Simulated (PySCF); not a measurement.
**Radial density of Hf³³⁺ (hafnium, charge +33)**

M06, [Kr] 4d3, high-spin 4F determinant. Computed with PySCF 2.14 in an uncontracted even-tempered set (18 s from 2.8 bohr⁻², ratio 2.5; 12 p from 3.6 bohr⁻², ratio 2.5; 9 d from 3.6 bohr⁻², ratio 2.5; 4 f from 16 bohr⁻², ratio 2.7; 3 g from 24 bohr⁻², ratio 2.7), with the non-relativistic Hamiltonian (point nucleus).

| r (bohr) | 4πr²ρ (e/bohr) | 4πr²(ρα − ρβ) |
| --- | --- | --- |
| 0.000317 | 0.3231 | 0.0000 |
| 0.000534 | 0.8861 | 0.0000 |
| 0.000898 | 2.379 | 0.0000 |
| 0.00151 | 6.165 | 0.0000 |
| 0.00254 | 15.04 | -0.0001 |
| 0.00427 | 33.20 | -0.0002 |
| 0.00719 | 61.94 | -0.0004 |
| 0.0121 | 88.43 | 0.0000 |
| 0.0203 | 89.13 | 0.0084 |
| 0.0342 | 89.02 | 0.1036 |
| 0.0575 | 124.9 | 0.8062 |
| 0.0968 | 103.5 | 2.9605 |
| 0.163 | 113.2 | 2.0554 |
| 0.274 | 51.61 | 1.7617 |
| 0.461 | 35.96 | 8.7387 |
| 0.775 | 3.111 | 0.7941 |
| 1.30 | 0.006916 | 0.0024 |

A non-relativistic calculation at this Z misses sizeable relativistic shifts. Spin-orbit coupling is strong in this species (close to jj coupling), so the high-spin LS determinant is a model state, not a physical level.
